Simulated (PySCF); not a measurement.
## Working out the ionisation energy of Si⁺

Si⁺ [Ne] 3s2 3p1 (2P) → Si²⁺ [Ne] 3s2 (1S). Computed with PySCF 2.14 in aug-cc-pwCVDZ (6s5p3d, 36 functions), with no relativity, point nucleus. Frozen: nothing. Energies in hartree (1 hartree = 27.21139 eV):

| part | Si⁺ (lower) | Si²⁺ (upper) |
| --- | --- | --- |
| UHF | -288.570061 | -287.988634 |
| MP2 opposite-spin | -0.133614 | -0.129935 |
| MP2 same-spin | -0.045471 | -0.043415 |

Question: What does Hartree-Fock give?

Answer: (-287.988634) − (-288.570061) = 0.581427 hartree = 15.821 eV.

Question: What do MP2 and SCS-MP2 (6/5 opposite-spin, 1/3 same-spin) give?

Answer: The opposite-spin parts differ by 0.100 eV and the same-spin parts by 0.056 eV. MP2: 15.821 + (0.100) + (0.056) = 15.977 eV. SCS-MP2: 15.821 + 1.2 × (0.100) + (0.056)/3 = 15.960 eV.

Measured between the centres of the two terms (NIST): 16.322 eV, so MP2 (all electrons) is off by -0.345 eV.

A double-zeta basis recovers only part of the correlation energy.

What remains against the reference includes basis incompleteness and correlation beyond second order.
